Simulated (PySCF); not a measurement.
C7H15B2N.
Cartesian coordinates in Å at the PBE0-D3(BJ)/def2-SVP level; atoms count from 1:
```
atom  x, y, z in Å
B1     2.883   -1.082    2.550
N2     2.323   -0.960    1.256
B3     0.935   -1.014    0.917
C4     0.445   -0.960   -0.576
C5    -0.792   -0.113   -0.854
C6    -0.577    1.364   -0.693
C7    -0.676    2.216   -1.719
C8    -0.228    1.826    0.691
C9    -2.125   -0.668   -0.423
C10   -1.770   -0.604   -1.881
H11    2.146   -1.239    3.494
H12    4.084   -1.027    2.686
H13    2.972   -0.825    0.485
H14    0.150   -1.173    1.823
H15    0.192   -2.014   -0.808
H16    1.249   -0.684   -1.281
H17   -0.520    3.290   -1.581
H18   -0.912    1.870   -2.728
H19    0.744    1.418    1.020
H20   -0.158    2.921    0.750
H21   -0.975    1.479    1.423
H22   -2.137   -1.641    0.078
H23   -2.876    0.037   -0.055
H24   -1.533   -1.537   -2.400
H25   -2.299    0.128   -2.496
```

Computed with PySCF, PBE0-D3(BJ)/def2-SVP geometry optimisation, gas phase.

Take the most abundant isotopes and a rigid rotor. The values belong to one conformer with, in the numbering `[BH2:1][NH:2][BH:3][CH2:4][C:5]1([C:6](=[CH2:7])[CH3:8])[CH2:9][CH2:10]1`, B1–N2–B3–C4 -176°, N2–B3–C4–C5 -139°, B3–C4–C5–C6 69°, C4–C5–C6–C7 116°.

(1) What are A, B and C (MHz)?

(2) What kind of rotor is it?

(3) What does the inertial defect say?

(4) Predict some low-J microwave lines.

(5) Estimate the classical rotational partition function at 10 K, 200 K and 298.15 K.

## Answers

(1) Ia = 240.25, Ib = 643.74, Ic = 760.59 u·Å²; 505379 MHz·u·Å²/I gives A = 2104, B = 785.1, C = 664.5 MHz.

(2) An asymmetric top. Ray's parameter κ = (2B − A − C)/(A − C) = -0.832; −1 is the prolate and +1 the oblate limit.

(3) Not planar: Δ = Ic − Ia − Ib = -123.40 u·Å². For a rigid frame Δ = −2 Σ m c², so Σ m c² = 61.70 u·Å² lies off the ab plane: 22.96 from hydrogen and 38.74 from heavier atoms. The atom farthest from that plane is 1.86 Å away.

(4) The dipole components are |μa| = 0.44 D, |μb| = 0.11 D, |μc| = 1.15 D. Intensities carry the squares of the components, which stand as 0.15 : 0.01 : 1.00 (a : b : c). Some lines, for components of 0.1 D or more:

```tsv
type	branch	J(Ka,Kc)	MHz	lower level (cm⁻¹)
a	Q	2(1,1) ← 2(1,2)	362	0.185
b	Q	3(1,2) ← 3(0,3)	1775	0.289
c	R	1(1,0) ← 0(0,0)	2889	0.000
c	Q	4(2,3) ← 4(1,3)	3549	0.549
c	Q	3(2,2) ← 3(1,2)	3780	0.348
c	Q	2(2,1) ← 2(1,1)	3956	0.197
b	R	5(1,4) ← 4(2,3)	3962	0.667
b	Q	2(2,1) ← 2(1,2)	4317	0.185
a	R	4(2,2) ← 3(2,1)	5869	0.475
c	R	3(1,2) ← 2(0,2)	6092	0.145
c	Q	5(3,3) ← 5(2,3)	6696	0.917
b	Q	3(3,1) ← 3(2,2)	6899	0.474
b	Q	5(3,3) ← 5(2,4)	6961	0.908
a	R	5(4,1) ← 4(4,0)	7265	1.220
a	R	5(1,4) ← 4(1,3)	7511	0.549
c	R	4(1,3) ← 3(0,3)	7797	0.289
b	Q	4(4,0) ← 4(3,1)	9636	0.898
c	R	4(2,2) ← 3(1,2)	9688	0.348
b	R	4(2,2) ← 3(1,3)	10411	0.324
b	R	3(3,1) ← 2(2,0)	11240	0.329
c	Q	5(5,1) ← 5(4,1)	12393	1.462
c	R	4(3,1) ← 3(2,1)	12675	0.475
c	R	4(3,2) ← 3(2,2)	12712	0.474
c	R	4(4,0) ← 3(3,0)	15451	0.704
c	R	4(4,1) ← 3(3,1)	15451	0.704
```

(5) Point group C1, symmetry number σ = 1; q = (√π/σ)·√((kT/h)³/(ABC)), k/h = 20836.6 MHz/K: 5090 at 10 K, 455000 at 200 K, 829000 at 298.15 K.

Stationary, but not proved a minimum. No vibrational averaging or centrifugal distortion is included, and the geometry carries the error of its method. A rigid rotor knows nothing of internal rotation, which can split or shift real lines. Quadrupole hyperfine structure (11B, 14N) is left out.
